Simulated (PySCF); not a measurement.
C₂H₄OSe, SMILES O=CC[SeH] at its PBE/def2-SVP optimised geometry (Å):

```
8

O      1.4457    -0.5970     0.0000
C      0.2309    -0.5970     0.0000
C     -0.6120     0.6562     0.0000
Se    -1.5206     0.7833     1.7578
H     -0.3686    -1.5567     0.0438
H      0.0000     1.5567    -0.1939
H     -1.4457     0.5822    -0.7278
H     -0.2468     0.9170     2.5125
```

Computed with PBE/def2-TZVP (PySCF 2.14.0). Cells within 0.4 Å of a nucleus heavier than hydrogen are left out (blank, or x).

Map of the electrostatic potential (hartree/e), clipped to [-0.08, 0.12] on the plane z = 0.0 Å:

```
|33333333333333333333333333333|
|33333333333333333333333333333|
|33333333333334444333333333333|
|33333333333344444433333333333|
|33333333333444444443333333333|
|33333333334455665443333333333|
|33333344444568997544333322222|
|33344444455699999643332222222|
|34444445568999999743322222222|
|44444556799999999643222222222|
|44445567999999999532211112222|
|44455678999xxx998532101111222|
|44455679999xxx999632000011122|
|444556689999x9999986310001112|
|44445567899999999999971000112|
|44444556789999xx999x994000111|
|44444455668999xxx9xxx97000111|
|34444445567999xx99xxx95000111|
|33444444557999999999991000111|
|33344444568999999998510001112|
|33334444458999998531000001112|
|33333444457999985321000011122|
|33333344445799754321111111122|
|33333334444565543322111112222|
|33333333444444433322222222222|
|33333333334444333322222222222|
|33333333333333333322222222222|
|33333333333333333332222222222|
|33333333333333333333222222222|
```
Scale: ten equal steps from -0.062 (start of '0') to 0.120 (end of '9'), in the order '0123456789'; x runs from -4.00 to 4.00, y from -4.00 (bottom) to 4.00 (top).
